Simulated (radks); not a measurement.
Question: Spherical quantum dot in the effective-mass picture: electrons in a well V = -V0 / (1 + exp((r - R)/a)) with V0 = 25.4, R = 2.89, a = 0.19, all in effective atomic units (hartree* = m*/eps^2 hartree, bohr* = eps/m* bohr), one dielectric constant everywhere. Calculated with a radial shooting solver with Libxc functionals: non-relativistic Kohn-Sham, PBE, spin-polarised, spherical densities. Levels are named by radial order and angular momentum (1s, 1p, 1d, 2s, ...), and open shells are averaged over m. Each electron was tried in the lowest free levels, single moves between levels near the top were tried too, and the lowest total energy was kept; such a search can miss a lower state. Give the order in which the levels fill up to N = 38, the shell closures and the spin along the way.

Answer: Shells are first occupied in the order 1s, 1p, 1d, 1f, 2s, 1g. Open shells at each N (closed shells left out): 1: 1s(up 1, down 0); 2: none; 3: 1p(up 1, down 0); 4: 1p(up 2, down 0); 5: 1p(up 3, down 0); 6: 1p(up 3, down 1); 7: 1p(up 3, down 2); 8: none; 9: 1d(up 1, down 0); 10: 1d(up 2, down 0); 11: 1d(up 3, down 0); 12: 1d(up 4, down 0); 13: 1d(up 5, down 0); 14: 1d(up 5, down 1); 15: 1d(up 5, down 2); 16: 1d(up 5, down 3); 17: 1d(up 5, down 4); 18: none; 19: 1f(up 1, down 0); 20: 1f(up 2, down 0); 21: 1f(up 3, down 0); 22: 1f(up 4, down 0); 23: 1f(up 5, down 0); 24: 1f(up 6, down 0); 25: 1f(up 7, down 0); 26: 1f(up 7, down 1); 27: 1f(up 7, down 2); 28: 1f(up 7, down 3); 29: 1f(up 7, down 4); 30: 1f(up 7, down 5); 31: 1f(up 7, down 6); 32: none; 33: 2s(up 1, down 0); 34: none; 35: 1g(up 1, down 0); 36: 1g(up 2, down 0); 37: 1g(up 3, down 0); 38: 1g(up 4, down 0). All shells are closed at N = 2, 8, 18, 32, 34 (there: 1s2 1p6 1d10 2s2 1f14). Largest 2S: 7, at N = 25.
